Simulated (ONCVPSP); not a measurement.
**carbon: one change to an ONCV potential, before and after**

carbon (C), optimised norm-conserving Vanderbilt (ONCV), made with ONCVPSP 4.0.1 (PBE, scalar-relativistic). Core [He], reference 2s2 2p2. Waves: 2s: rc 1.15 bohr, ncon 5, nbas 8, qcut 7.1 1/bohr, local; 2p: rc 2.30 bohr, ncon 4, nbas 8, qcut 5.6 1/bohr, 3 projectors, debl 3.8 Ha; d scattering state at 0.45 Ha: rc 1.95 bohr, ncon 4, nbas 9, qcut 4.8 1/bohr, 2 projectors, debl 1.5 Ha. Local part: the s channel. Core correction: Teter function, fcfact 4.25, rcfact 1.55.

All-electron outer shells of the reference configuration (PBE, scalar-relativistic, ld1.x):

```json
{"shell": "1s", "level (eV)": "-273.38", "outermost node (bohr)": "–", "outermost maximum (bohr)": "0.17"}
{"shell": "2s", "level (eV)": "-13.75", "outermost node (bohr)": "0.38", "outermost maximum (bohr)": "1.22"}
{"shell": "2p", "level (eV)": "-5.29", "outermost node (bohr)": "–", "outermost maximum (bohr)": "1.20"}
```

Change: p: rc 2.88.

Cutoffs: the cutoffs (Ha) at which the residual kinetic energy of the hardest occupied pseudo-wave falls to 1 and 0.1 mHa per electron; they do not see the model core or the augmentation charge, which bear on the density cutoff. Errors are all-electron minus pseudo energies relative to the spin-unpolarised reference configuration.

What does the change do?

The potential gets neither clearly harder nor softer (20 Ha and 28 Ha → 20 Ha and 28 Ha); the s channel sets the loose cutoff, while the largest relative change is in p, which becomes softer; of the 4 tests that both files solve, the error grows in 4 and shrinks in 0 by more than 15 % and 0.3 meV (median size 291.7 → 516.2 meV); neither file shows a bound ghost. More of the atom is replaced by a form fitted at one configuration, so other configurations suffer.

```csv
quantity,base,changed
"cutoff, loose",20 Ha,20 Ha
"cutoff, tight",28 Ha,28 Ha
loose cutoff by channel,"s 20 Ha, p 11 Ha","s 20 Ha, p 9.0 Ha"
bound ghosts,none,none
GHOST(+) flags under 300 eV,none,none
"error for 2s2 2p1, meV [ΔE 10.86 eV]",+61,+121
"error for 2s2 2p0, meV [ΔE 35.02 eV]",+522,+912
"error for 2s1 2p0, meV [ΔE 83.21 eV]",+1080,+1788
"error for 2s2 2p1.5, meV [ΔE 3.96 eV]",+9.2,+20
s: phases at 1.16 bohr within 0.05 rad from the reference energy up to (Ha; the scan ends near 5),to the end of the scan,to the end of the scan
d: phases at 1.98 bohr within 0.05 rad from the reference energy up to (Ha; the scan ends near 5),4.8,4.8
"rms error of d²Exc/dni dnj with the model core, mHa",1.39,1.13
```

Base: The cutoffs count occupied waves only; projector 3 of the p channel, the hardest unoccupied one, needs 56 Ha at the loose tolerance.
